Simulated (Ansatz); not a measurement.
The cluster Cs₃I₂. Total charge 0; doublet. Geometry PBE-D4/def2-SVP.

Cartesian coordinates in Å:
```
Cs 2.773 2.299 -0.434
Cs -1.032 0.317 -3.464
Cs -0.992 -1.507 2.232
I -2.649 -1.728 -0.971
I 1.900 0.619 2.636
```

In the def2 sets Cs, I take a core potential; there is no spin–orbit coupling. Another isomer (doublet) lies 0.21 eV lower at PBE0-D4/def2-TZVP; other spin states weren't run for this one.

Estimate the α-spin orbital energies around the gap (eV) in Ansatz with PBE-D4/def2-TZVP, r2SCANh-D4/def2-TZVP, PBE0-D4/def2-SVP, PBE0-D4/def2-TZVP, ωB97X-V/def2-TZVP.


```json
{"orbital": "HOMO−13", "PBE-D4/def2-TZVP": "-13.41", "r2SCANh-D4/def2-TZVP": "-14.36", "PBE0-D4/def2-SVP": "-14.91", "PBE0-D4/def2-TZVP": "-14.85", "ωB97X-V/def2-TZVP": "-17.36"}
{"orbital": "HOMO−12", "PBE-D4/def2-TZVP": "-13.36", "r2SCANh-D4/def2-TZVP": "-14.31", "PBE0-D4/def2-SVP": "-14.87", "PBE0-D4/def2-TZVP": "-14.81", "ωB97X-V/def2-TZVP": "-17.33"}
{"orbital": "HOMO−11", "PBE-D4/def2-TZVP": "-13.25", "r2SCANh-D4/def2-TZVP": "-14.20", "PBE0-D4/def2-SVP": "-14.75", "PBE0-D4/def2-TZVP": "-14.70", "ωB97X-V/def2-TZVP": "-17.24"}
{"orbital": "HOMO−10", "PBE-D4/def2-TZVP": "-13.25", "r2SCANh-D4/def2-TZVP": "-14.19", "PBE0-D4/def2-SVP": "-14.75", "PBE0-D4/def2-TZVP": "-14.70", "ωB97X-V/def2-TZVP": "-17.24"}
{"orbital": "HOMO−9", "PBE-D4/def2-TZVP": "-13.19", "r2SCANh-D4/def2-TZVP": "-14.18", "PBE0-D4/def2-SVP": "-14.71", "PBE0-D4/def2-TZVP": "-14.65", "ωB97X-V/def2-TZVP": "-17.20"}
{"orbital": "HOMO−8", "PBE-D4/def2-TZVP": "-13.11", "r2SCANh-D4/def2-TZVP": "-14.09", "PBE0-D4/def2-SVP": "-14.62", "PBE0-D4/def2-TZVP": "-14.58", "ωB97X-V/def2-TZVP": "-17.13"}
{"orbital": "HOMO−7", "PBE-D4/def2-TZVP": "-12.94", "r2SCANh-D4/def2-TZVP": "-13.91", "PBE0-D4/def2-SVP": "-14.44", "PBE0-D4/def2-TZVP": "-14.41", "ωB97X-V/def2-TZVP": "-16.96"}
{"orbital": "HOMO−6", "PBE-D4/def2-TZVP": "-5.22", "r2SCANh-D4/def2-TZVP": "-5.83", "PBE0-D4/def2-SVP": "-6.21", "PBE0-D4/def2-TZVP": "-6.27", "ωB97X-V/def2-TZVP": "-8.47"}
{"orbital": "HOMO−5", "PBE-D4/def2-TZVP": "-5.06", "r2SCANh-D4/def2-TZVP": "-5.67", "PBE0-D4/def2-SVP": "-6.05", "PBE0-D4/def2-TZVP": "-6.11", "ωB97X-V/def2-TZVP": "-8.28"}
{"orbital": "HOMO−4", "PBE-D4/def2-TZVP": "-4.99", "r2SCANh-D4/def2-TZVP": "-5.61", "PBE0-D4/def2-SVP": "-5.97", "PBE0-D4/def2-TZVP": "-6.04", "ωB97X-V/def2-TZVP": "-8.24"}
{"orbital": "HOMO−3", "PBE-D4/def2-TZVP": "-4.94", "r2SCANh-D4/def2-TZVP": "-5.56", "PBE0-D4/def2-SVP": "-5.92", "PBE0-D4/def2-TZVP": "-5.99", "ωB97X-V/def2-TZVP": "-8.18"}
{"orbital": "HOMO−2", "PBE-D4/def2-TZVP": "-4.87", "r2SCANh-D4/def2-TZVP": "-5.51", "PBE0-D4/def2-SVP": "-5.85", "PBE0-D4/def2-TZVP": "-5.92", "ωB97X-V/def2-TZVP": "-8.13"}
{"orbital": "HOMO−1", "PBE-D4/def2-TZVP": "-4.87", "r2SCANh-D4/def2-TZVP": "-5.50", "PBE0-D4/def2-SVP": "-5.84", "PBE0-D4/def2-TZVP": "-5.92", "ωB97X-V/def2-TZVP": "-8.12"}
{"orbital": "HOMO", "PBE-D4/def2-TZVP": "-2.34", "r2SCANh-D4/def2-TZVP": "-2.47", "PBE0-D4/def2-SVP": "-2.72", "PBE0-D4/def2-TZVP": "-2.72", "ωB97X-V/def2-TZVP": "-3.78"}
{"orbital": "LUMO", "PBE-D4/def2-TZVP": "-1.35", "r2SCANh-D4/def2-TZVP": "-0.95", "PBE0-D4/def2-SVP": "-0.97", "PBE0-D4/def2-TZVP": "-0.94", "ωB97X-V/def2-TZVP": "0.07"}
{"orbital": "LUMO+1", "PBE-D4/def2-TZVP": "-1.13", "r2SCANh-D4/def2-TZVP": "-0.81", "PBE0-D4/def2-SVP": "-0.70", "PBE0-D4/def2-TZVP": "-0.69", "ωB97X-V/def2-TZVP": "0.29"}
{"orbital": "LUMO+2", "PBE-D4/def2-TZVP": "-1.04", "r2SCANh-D4/def2-TZVP": "-0.71", "PBE0-D4/def2-SVP": "-0.65", "PBE0-D4/def2-TZVP": "-0.67", "ωB97X-V/def2-TZVP": "0.36"}
{"orbital": "LUMO+3", "PBE-D4/def2-TZVP": "-0.84", "r2SCANh-D4/def2-TZVP": "-0.31", "PBE0-D4/def2-SVP": "-0.36", "PBE0-D4/def2-TZVP": "-0.41", "ωB97X-V/def2-TZVP": "0.57"}
{"orbital": "LUMO+4", "PBE-D4/def2-TZVP": "-0.68", "r2SCANh-D4/def2-TZVP": "-0.15", "PBE0-D4/def2-SVP": "-0.27", "PBE0-D4/def2-TZVP": "-0.30", "ωB97X-V/def2-TZVP": "0.66"}
{"orbital": "LUMO+5", "PBE-D4/def2-TZVP": "-0.39", "r2SCANh-D4/def2-TZVP": "0.04", "PBE0-D4/def2-SVP": "0.14", "PBE0-D4/def2-TZVP": "0.04", "ωB97X-V/def2-TZVP": "0.94"}
{"orbital": "β HOMO", "PBE-D4/def2-TZVP": "-4.86", "r2SCANh-D4/def2-TZVP": "-5.50", "PBE0-D4/def2-SVP": "-5.84", "PBE0-D4/def2-TZVP": "-5.91", "ωB97X-V/def2-TZVP": "-8.12"}
{"orbital": "β LUMO", "PBE-D4/def2-TZVP": "-1.88", "r2SCANh-D4/def2-TZVP": "-1.36", "PBE0-D4/def2-SVP": "-1.37", "PBE0-D4/def2-TZVP": "-1.33", "ωB97X-V/def2-TZVP": "0.18"}
```
